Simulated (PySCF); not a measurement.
Breaking a bond: SMILES [SiH3]S. The Si1–S5 bond (Si1 also carries H, H, H; S5 carries H) is pulled apart rigidly from the PBE0/def2-TZVP optimised geometry.

Methods: RMP2 = MP2 on RHF/cc-pVDZ, 10 core orbitals frozen (PySCF 2.14.0); NEVPT2 = SC-NEVPT2 on CASSCF(2,2)/cc-pVDZ, all electrons correlated run with PySCF; UKS-B3LYP/6-311+G** = unrestricted B3LYP/6-311+G**, spherical d run with PySCF 2.14.0; UCCSD = CCSD on UHF/cc-pVDZ, 10 core orbitals frozen run with PySCF.

Energies are in kJ/mol, each relative to the lowest point of its own curve near equilibrium.

| R / Å | RMP2 | NEVPT2 | UKS-B3LYP/6-311+G** | UCCSD |
|---|---|---|---|---|
| 1.73 | 281.5 | 286.9 | 258.6 | 286.6 |
| 1.81 | 164.0 | 169.2 | 150.2 | 168.0 |
| 1.93 | 59.0 | 63.4 | 54.0 | 61.5 |
| 2.03 | 16.3 | 19.4 | 15.0 | 17.6 |
| 2.10 | 3.0 | 4.5 | 2.8 | 3.5 |
| 2.14 | 0.0 | 0.3 | 0.0 | 0.0 |
| 2.22 | 1.8 | 0.0 | 1.3 | 0.8 |
| 2.28 | 8.4 | 6.0 | 7.0 | 6.8 |
| 2.37 | 24.5 | 21.8 | 20.8 | 21.8 |
| 2.48 | 50.7 | 46.9 | 43.6 | 46.7 |
| 2.66 | 101.6 | 94.6 | 87.7 | 95.0 |
| 2.90 | 172.5 | 159.4 | 149.3 | 163.3 |
| 3.24 | 262.9 | 236.9 | 228.1 | 248.1 |
| 3.49 | 317.6 | 278.3 | 271.7 | 287.7 |
| 3.89 | 383.3 | 318.0 | 308.3 | 314.6 |
| 4.29 | 423.8 | 335.5 | 325.2 | 322.6 |
| 4.73 | 443.1 | 342.7 | 333.9 | 325.5 |
| 5.29 | 438.6 | 345.5 | 338.1 | 326.8 |
| 5.83 | 414.7 | 346.2 | 339.4 | 327.2 |
| 6.38 | 380.2 | 346.4 | 339.7 | 327.3 |
| 7.49 | 298.6 | 346.5 | — | 327.4 |

At the longest distance, 7.49 Å, NEVPT2 lies highest above its minimum (346.5 kJ/mol) and RMP2 lowest (298.6 kJ/mol).

The RMP2 curve passes through a maximum at 4.73 Å and then falls by 144.5 kJ/mol up to the last usable point.

A dash means that the run gave no value there, or that the column was ended at a point which the program doubted or which failed a test of continuity chosen for this set; such a test can also cut sound points.

The restricted form behind RMP2 keeps the bonding electrons paired and can't separate into open-shell fragments. The T1 diagnostic of CCSD on the restricted reference of RMP2 exceeds 0.045 at 3.89 to 7.49 Å. The unrestricted solution behind UKS-B3LYP/6-311+G** changes between 6.38 and 7.49 Å, which can leave a kink. The unrestricted determinant behind UKS-B3LYP/6-311+G** is spin-contaminated at 3.49 to 6.38 Å (<S²> up to 1.0, against 0.00 for a pure singlet). The unrestricted determinant behind UCCSD is spin-contaminated at 2.90 to 7.49 Å (<S²> up to 1.0, against 0.00 for a pure singlet).
